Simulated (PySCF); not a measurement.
# Mayer bond orders and bond lengths

Compound: C7H10N2.
Atom-mapped SMILES: `[CH3:1][NH:2][NH:3][c:4]1[cH:5][cH:6][cH:7][cH:8][cH:9]1` (hydrogens: H10, H11, H12 on C1; H13 on N2; H14 on N3; H15 on C5; H16 on C6; H17 on C7; H18 on C8; H19 on C9)

Cartesian coordinates in Å at the GFN2-xTB level; atoms count from 1:
```
atom  x, y, z in Å
C1     2.9184   -0.5551    0.3597
N2     2.1765   -0.0560   -0.7890
N3     1.1601    0.8385   -0.4157
C4    -0.1484    0.4655   -0.2005
C5    -0.5245   -0.8622    0.0128
C6    -1.8463   -1.1828    0.2598
C7    -2.8163   -0.1977    0.3037
C8    -2.4507    1.1234    0.0945
C9    -1.1367    1.4544   -0.1578
H10    3.3925    0.2950    0.8482
H11    3.6900   -1.2305   -0.0037
H12    2.2985   -1.0783    1.0972
H13    1.7856   -0.8321   -1.3238
H14    1.2996    1.7651   -0.7950
H15    0.2116   -1.6530   -0.0134
H16   -2.1175   -2.2166    0.4204
H17   -3.8469   -0.4536    0.4965
H18   -3.2007    1.9005    0.1219
H19   -0.8548    2.4848   -0.3232
```

Bond orders from the PBE0/pcSseg-1 density (PySCF). Geometry: GFN2-xTB, one conformer, isolated molecule.

Task: Where do the orders between heavy atoms depart from those drawn in the SMILES?

Result: The largest departure is 0.173, at C4–C5 (drawn aromatic, 1.327) and C9–C4 (drawn aromatic, 1.329), counting aromatic bonds as 1.5. The bonds drawn aromatic range from 1.33 to 1.49.

Task: Give the Mayer order of every bond between heavy atoms, beside its length.

Result: 
| bond | drawn as | length (Å) | Mayer order |
| --- | --- | --- | --- |
| C1–N2 | single | 1.456 | 0.962 |
| N2–N3 | single | 1.404 | 1.021 |
| N3–C4 | single | 1.378 | 1.046 |
| C4–C5 | aromatic | 1.396 | 1.327 |
| C5–C6 | aromatic | 1.382 | 1.470 |
| C6–C7 | aromatic | 1.383 | 1.440 |
| C7–C8 | aromatic | 1.387 | 1.411 |
| C8–C9 | aromatic | 1.378 | 1.491 |
| C9–C4 | aromatic | 1.399 | 1.329 |

Bonds between the same two heavy elements. C–N: lowest C1–N2 (0.962, 1.456 Å), highest N3–C4 (1.046, 1.378 Å). C–C: lowest C4–C5 and C9–C4 (1.327, 1.396 Å), highest C8–C9 (1.491, 1.378 Å). Bonds named together lie within 0.004.

Task: And the bonds to hydrogen?

Result: C–H: 0.94 to 0.97 (8 bonds); H–N: 0.93 to 0.94 (2 bonds).

Task: Sum the orders of all bonds at each heavy atom with more than one neighbour and set the sums beside the valence in the SMILES.

Result: C1 3.856 (drawn 4), N2 2.919 (drawn 3), N3 2.999 (drawn 3), C4 3.702 (drawn 4), C5 3.741 (drawn 4), C6 3.870 (drawn 4), C7 3.818 (drawn 4), C8 3.863 (drawn 4), C9 3.785 (drawn 4). Orders between atoms that aren't bonded are not in these sums.

Mayer orders depend on the basis set.
